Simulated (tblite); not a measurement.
Write a Z-matrix for `FC[SiH2][SiH2]C[SiH2]P` as optimised with GFN2-xTB.

Z-matrix in Å and degrees, rows numbered from 1:
```
F 
C   1  1.3844
Si  2  1.9248  1  109.50
Si  3  2.3149  2  108.79  1    52.14
C   4  1.9041  3  112.00  2   -59.75
Si  5  1.9008  4  115.95  3   -67.56
P   6  2.2436  5  106.91  4   179.94
H   2  1.0922  1  106.22  3  -123.07
H   2  1.0934  1  106.02  3   121.96
H   3  1.4687  2  105.70  1   -72.60
H   3  1.4704  2  103.20  1   175.87
H   4  1.4752  3  111.73  2    60.81
H   4  1.4706  3  111.25  2   178.85
H   5  1.0910  4  108.91  3    54.33
H   5  1.0914  4  108.94  3   169.38
H   6  1.4671  5  111.81  4    62.63
H   6  1.4722  5  109.83  4   -57.16
H   7  1.3836  6   95.31  5   169.62
H   7  1.3844  6   95.26  5    76.72
```

Of the pairs four or more bonds apart, F1···H14 is among the closest relative to their van der Waals radii: 2.74 Å, 103 % of the sum of Bondi's values. Si6 (SiH2 silicon) is tetrahedral (angles from 106.9° to 113.0°). Si4 (SiH2 silicon) is distorted tetrahedral (angles from 105.8° to 112.0°). The C–Si distances run from 1.901 Å (C5–Si6, drawn single) to 1.925 Å (C2–Si3, drawn single), a spread of 0.024 Å.

Computed geometry: GFN2-xTB, gas phase.

Point group: C1 (no symmetry element, even within 0.4 Å). Its lowest GFN2-xTB frequency is 5 cm⁻¹, too small to tell a flat minimum from a shallow saddle. One conformer, not necessarily the lowest (F1–C2–Si3–Si4 52°, C2–Si3–Si4–C5 -60°, Si3–Si4–C5–Si6 -68°, Si4–C5–Si6–P7 180°, C5–Si6–P7–H 170° and 77°). 3 starts were optimised and ended at 0.00, 0.81 and 0.95 kcal/mol (GFN2-xTB); the lowest of these is shown.

Hardware: an Arm Neoverse N1 with one thread, shared host with 64 logical CPUs at a one-minute load of 55. Cost: 1.1 s of wall time. That covers the optimisation of the geometry.
